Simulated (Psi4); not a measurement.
C$_{3}$H$_{9}$O$_{2}$Si (SMILES CO[Si](C)OC), doublet, at a GFN2-xTB geometry; B3LYP/pcseg-1 (Psi4).

The Psi4 input:
```
memory 2 GB

molecule mol {
0 2
C    -2.273150   -0.927351   -0.317819
O    -0.891534   -0.764752   -0.304576
Si    0.018795    0.301712    0.560120
C    -0.414337    2.116694    0.187894
O     1.533363    0.100052   -0.008076
C     2.179564   -1.071139   -0.398415
H    -2.779745    0.014915   -0.542572
H    -2.517838   -1.658404   -1.090013
H    -2.630451   -1.293672    0.648356
H    -0.407138    2.289242   -0.887245
H    -1.399425    2.368694    0.567436
H     0.302537    2.790125    0.641727
H     2.986171   -0.798760   -1.081288
H     1.490890   -1.752397   -0.900805
H     2.604776   -1.575341    0.473985
}

set {
  basis pcseg-1
  reference uks
  scf_type direct
}

energy('b3lyp')
print_variables()
```

Task: Write the output that Psi4 gives for this input, abridged.

Result: 
```
   => Loading Basis Set <=

    Name: PCSEG-1
    Role: ORBITAL
    Keyword: BASIS

         ---------------------------------------------------------
                                   SCF
               by Justin Turney, Rob Parrish, Andy Simmonett
                          and Daniel G. A. Smith
                              UKS Reference
         ---------------------------------------------------------

  ==> Geometry <==

    Molecular point group: c1
    Full point group: C1

    Geometry (in Angstrom), charge = 0, multiplicity = 2:

       Center              X                  Y                   Z               Mass
    ------------   -----------------  -----------------  -----------------  -----------------
         C           -2.295314882904    -0.923685751875    -0.338212839825    12.000000000000
         O           -0.913698882904    -0.761086751875    -0.324969839825    15.994914619570
         SI          -0.003369882904     0.305377248125     0.539726160175    27.976926534650
         C           -0.436501882904     2.120359248125     0.167500160175    12.000000000000
         O            1.511198117096     0.103717248125    -0.028469839825    15.994914619570
         C            2.157399117096    -1.067473751875    -0.418808839825    12.000000000000
         H           -2.801909882904     0.018580248125    -0.562965839825     1.007825032230
         H           -2.540002882904    -1.654738751875    -1.110406839825     1.007825032230
         H           -2.652615882904    -1.290006751875     0.627962160175     1.007825032230
         H           -0.429302882904     2.292907248125    -0.907638839825     1.007825032230
         H           -1.421589882904     2.372359248125     0.547042160175     1.007825032230
         H            0.280372117096     2.793790248125     0.621333160175     1.007825032230
         H            2.964006117096    -0.795094751875    -1.101681839825     1.007825032230
         H            1.468725117096    -1.748731751875    -0.921198839825     1.007825032230
         H            2.582611117096    -1.571675751875     0.453591160175     1.007825032230

  Running in c1 symmetry.

  Rotational constants: A =      0.12164  B =      0.07451  C =      0.04981 [cm^-1]
  Rotational constants: A =   3646.72667  B =   2233.71313  C =   1493.37800 [MHz]
  Nuclear repulsion =  318.564303105362626

  Charge       = 0
  Multiplicity = 2
  Electrons    = 57
  Nalpha       = 29
  Nbeta        = 28

  ==> Algorithm <==

[...]
      Ntotal   =   57.0000106920 ; deviation = 1.069e-05

   @Spin Contamination Metric:   1.487878005E-03
   @S^2 Expected:                7.500000000E-01
   @S^2 Observed:                7.514878780E-01
   @S   Expected:                5.000000000E-01
   @S   Observed:                5.000000000E-01

    Orbital Energies [Eh]
    ---------------------

    Alpha Occupied:

[...]
    Alpha Virtual:

[...]
    Beta Occupied:

[...]
      28A     -0.284311

    Beta Virtual:

[...]
    Final Occupation by Irrep:
              A
    DOCC [    28 ]
    SOCC [     1 ]
    NA   [    29 ]
    NB   [    28 ]

  @UKS Final Energy:  -559.65571047772823

   => Energetics <=

    Nuclear Repulsion Energy =            318.5643031053626260
    One-Electron Energy =               -1401.5463797757283828
    Two-Electron Energy =                 570.0965986050230185
    DFT Exchange-Correlation Energy =     -46.7702324123854396
    Empirical Dispersion Energy =           0.0000000000000000
    VV10 Nonlocal Energy =                  0.0000000000000000
    Total Energy =                       -559.6557104777282348

  UHF NO Occupations:
  HONO-2 :   27  A 1.9999123
  HONO-1 :   28  A 1.9994747
  HONO-0 :   29  A 1.0000000
  LUNO+0 :   30  A 0.0005253
  LUNO+1 :   31  A 0.0000877
  LUNO+2 :   32  A 0.0000600
  LUNO+3 :   33  A 0.0000190

Computation Completed

Properties will be evaluated at   0.000000,   0.000000,   0.000000 [a0]

Properties computed using the SCF density matrix

 Multipole Moments:

 ------------------------------------------------------------------------------------
     Multipole            Electronic (a.u.)      Nuclear  (a.u.)        Total (a.u.)
 ------------------------------------------------------------------------------------

 L = 1.  Multiply by 2.5417464519 to convert [e a0] to [Debye]
 Dipole X            :          1.9291203           -2.3874749           -0.4583546
 Dipole Y            :         -0.5652880            0.3947886           -0.1704993
 Dipole Z            :          2.1133431           -2.1967006           -0.0833574
 Magnitude           :                                                    0.4960921

 ------------------------------------------------------------------------------------

  Variable Map:
  ----------------------------------------------------------------------------
[...]
  Array Variable Map:
  ----------------------------------------------------------------------------
[...]
[...]
```
